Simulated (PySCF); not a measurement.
# Computed spin Hamiltonian

Species: C7H9 (doublet state).
Numbering: `[CH2:1]=[CH:2][C:3]12[CH2:4][C:5]([CH2:6]1)[CH2:7]2` (hydrogens: H8, H9 on C1; H10 on C2; H11, H12 on C4; H13, H14 on C6; H15, H16 on C7)

Structure used (GFN2-xTB), in Å, numbered top down from 1:
```
atom  x, y, z in Å
C1     2.2656    0.2417   -0.3161
C2     1.0322    0.2011   -0.7869
C3    -0.1668    0.0105    0.0670
C4    -1.6271    0.0703   -0.4098
C5    -1.5998   -0.2348    1.0937
C6    -0.5435    0.8563    1.3030
C7    -0.4929   -1.2706    0.8707
H8     2.4771    0.1427    0.7355
H9     3.1137    0.3756   -0.9654
H10    0.8344    0.3006   -1.8465
H11   -1.9615   -0.7228   -1.0717
H12   -2.0067    1.0412   -0.7133
H13    0.0983    0.7702    2.1737
H14   -0.8416    1.8835    1.1166
H15    0.1543   -1.5006    1.7110
H16   -0.7433   -2.1559    0.2944
```

The hyperfine couplings belong to this conformer and change with its torsions.

Method used: UKS B3LYP, pcH-1 on C H, non-relativistic, mean-field spin-orbit, GIAO in PySCF 2.14.0. Isolated species at its GFN2-xTB geometry (one conformer only). GFN2-xTB frequencies show an imaginary mode (65i cm⁻¹), so this geometry is no minimum at that level. The geometry wasn't refined by DFT: couplings that depend on bond lengths, twists or pyramidal angles can differ widely from those at the functional's own minimum. No stability test was run, so a lower SCF solution isn't excluded.

* g1, g2, g3: 2.00214, 2.00272, 2.00280
* g_iso: 2.00255
* Form of g: close to axial: the two nearest values differ by 11 % of g3 − g1
* ⟨S²⟩: 0.7524 (exact 0.7500)
* α and β electrons: 26, 25
* Basis functions: 265

Isotropic coupling and dipolar principal values T1 to T3, in MHz:

| atom | isotope | a_iso | T1 | T2 | T3 | Mulliken spin population |
| --- | --- | --- | --- | --- | --- | --- |
| C1 | 13C | -3.2 | -3.0 | 0.6 | 2.5 | -0.02 |
| C2 | 13C | 99.3 | -8.1 | -5.2 | 13.3 | 0.07 |
| C3 | 13C | 80.4 | -3.1 | -3.1 | 6.2 | 0.03 |
| C4 | 13C | 10.1 | -9.6 | -6.6 | 16.2 | 0.04 |
| C5 | 13C | 334.2 | -64.9 | -64.8 | 129.8 | 0.80 |
| C6 | 13C | 10.4 | -9.5 | -6.4 | 15.9 | 0.04 |
| C7 | 13C | 10.0 | -9.6 | -6.6 | 16.2 | 0.04 |
| H8 | 1H | 2.3 | -1.5 | -1.5 | 3.0 | 0.00 |
| H9 | 1H | 6.4 | -1.1 | -0.3 | 1.4 | 0.00 |
| H10 | 1H | -0.7 | -3.8 | -1.7 | 5.5 | 0.00 |
| H11 | 1H | -2.5 | -6.2 | -3.6 | 9.8 | 0.00 |
| H12 | 1H | -2.6 | -6.2 | -3.6 | 9.8 | 0.00 |
| H13 | 1H | -2.3 | -6.1 | -3.6 | 9.8 | 0.00 |
| H14 | 1H | -2.9 | -6.1 | -3.6 | 9.7 | 0.00 |
| H15 | 1H | -2.5 | -6.2 | -3.6 | 9.8 | 0.00 |
| H16 | 1H | -2.9 | -6.1 | -3.5 | 9.7 | 0.00 |

The largest Mulliken spin populations are on C5 (+0.80) and C2 (+0.07). No atom but C5 exceeds +0.15. The angles at C5 add up to 270.7°, so it is pyramidal.

Under fast tumbling the dipolar parts average out, and these isotropic splittings remain: 1 × 1H (H9, I = 1/2, 2 lines) with 0.23 mT, 6 × 1H (H11 (×6), I = 1/2, 7 lines) with 0.09 mT and 1 × 1H (H8, I = 1/2, 2 lines) with 0.08 mT.

Class means assume fast exchange of nuclei equivalent by connectivity; if that motion is slow, each nucleus keeps its own coupling.

The 13C coupling of C5 (334.2 MHz) shows only in satellite lines or after enrichment, since that isotope makes up about 1.07 % of natural carbon.

The spin density at the nucleus, in bohr⁻³, is negative for C1 (-0.0029), for instance. A restricted open-shell determinant has no negative spin density anywhere; here it arises because α and β orbitals differ (spin polarisation).
